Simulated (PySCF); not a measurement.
# Identify the compound

The spectra below were simulated for a compound C6H12Si.

1H NMR (400 MHz, computed): δ 2.02 (s, 3H), 0.12 (s, 9H).

13C{1H} NMR (computed): δ 111.1, 89.0, 5.8, 1.0.

Theory: shieldings: GIAO PBE0/pcSseg-1, structure optimised with GFN2-xTB, in PySCF 2.14 (rapidly exchanging positions averaged, no solvent, relativity neglected, one computed conformer).

δ = σ(ref) − σ, references computed at the same level: TMS for 1H (31.72 ppm) and 13C (186.93 ppm).

**Question.** Choose the structure that fits.
A. CCC#CC[SiH2]C
B. C[SiH2]C1=C(C)CC1
C. CC#C[Si](C)(C)C
D. CC(C)C1=C[SiH2]C1
E. C1C[SiH](C2CC2)C1

**Answer.** C. 

1. Rings plus π bonds: 2 (no ring in the answer).
2. 4 carbon signals for 6 carbons: some carbons are equivalent by symmetry or fast rotation.
3. Carbon types of the structure: 2 × C, 4 × CH3, which accounts for all hydrogens.
4. δC 111.1, 89.0: alkyne carbon.
5. δC 5.8: propargylic methyl carbon; saturated and bonded to C and H only.
6. δC 1.0: methyl carbon bonded to Si; an electropositive neighbour leaves it electron-rich and shielded.
7. δH 2.02: hydrogen on a propargylic methyl carbon.
8. δH 0.12: hydrogen on a methyl carbon bonded to Si; an electropositive neighbour shields it, as in TMS itself.

The others: CC(C)C1=C[SiH2]C1 would give 5 carbon signals, not 4; CCC#CC[SiH2]C would give 6 carbon signals, not 4; C[SiH2]C1=C(C)CC1 would give 6 carbon signals, not 4; C1C[SiH](C2CC2)C1 would give 8 signals for carbon-bound and other non-exchanging H, not 2.

Shifts are as computed. Against solution values, carbons near 30 ppm lie about +3 ppm off and those near 130 ppm about +5 ppm (rms about the fit 2.1 ppm; single classes can miss by 10 ppm). Of 1328 compounds with measured shifts, 309 miss one by over three times the rms of a fit or turn the order of signals round; such compounds aren't used in these exercises. Signals without a measured value on file couldn't be tested in this way; 1H shifts scatter by 0.2 ppm about their fit, and single ones miss by 0.5 ppm. Multiplicities follow the n + 1 count of equivalent neighbours, as no J values were calculated; m marks all less simple cases, F and P coupling included.
